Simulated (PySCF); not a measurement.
**Dipole response of Os (osmium, neutral)**

[Xe] 4f14 5d6 6s2, high-spin 5D determinant. All numbers are calculated (PySCF 2.14, scalar relativity through the core potential, in aug-cc-pVQZ-PP with ECP60MDF). Coupled (time-dependent) response in atomic units; α is the mean over directions.

| method | mean α (bohr³) | α xx, yy, zz | C₆ (like pair) | S(−4) |
| --- | --- | --- | --- | --- |
| PBE0 | 58.41 | 58.95, 58.95, 57.33 | 663.6 | 1370 |

S(−4) is the Cauchy moment in α(ω) = α(0) + S(−4) ω² + …

Reference α: 57 ± 3 bohr³ (recommended; Schwerdtfeger and Nagle, table of static dipole polarizabilities (2023 update)). Published C₆: 584.0 (Gould and Bucko (2016)).

Spin-orbit coupling is absent.

α(iu) at PBE0:

```csv
u (hartree),α(iu) (bohr³)
0,58.41
0.0500,55.27
0.100,48.19
0.200,33.92
0.300,24.36
0.500,14.54
0.750,9.203
1.00,6.512
1.50,3.857
2.00,2.578
3.00,1.387
5.00,0.5825
```

A single London oscillator, α(iu) = α/(1 + u²/ω²), gives C₆ = (3/4) ω α². Matching the computed C₆ needs ω = 4 × 663.6 / (3 × 58.41²) = 0.259 hartree.

The components differ because the open shell of this determinant is not spherical; for a pure term their mean is the scalar polarisability.

Energies and moments cover only the electrons outside the core potential. Spin-orbit coupling, absent here, splits the open shell strongly.
